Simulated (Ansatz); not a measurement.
Ansatz results at the PBE0-D4/def2-TZVP geometry: size of the dipole moment (PBE/def2-TZVPP) 1.15 D; HOMO–LUMO gap (PBE0/def2-TZVPP) 5.29 eV; HOMO energy (ωB97M-V/def2-TZVPP) -9.11 eV.

Each molecule was computed in one conformer, which needn't be the lowest.

Problem. Which molecule gave them?
A. `BC(=O)OC`
B. `[SiH3]CN[SiH2]Cl`
C. `C[C]([SiH3])([ZnH])[GeH2][SiH2][InH2]`
D. `N=C1OCO1`

Solution. C. The others give `BC(=O)OC`: 1.95, 6.25, -10.45; `N=C1OCO1`: 2.95, 9.10, -10.22; `[SiH3]CN[SiH2]Cl`: 1.41, 7.49, -9.56.
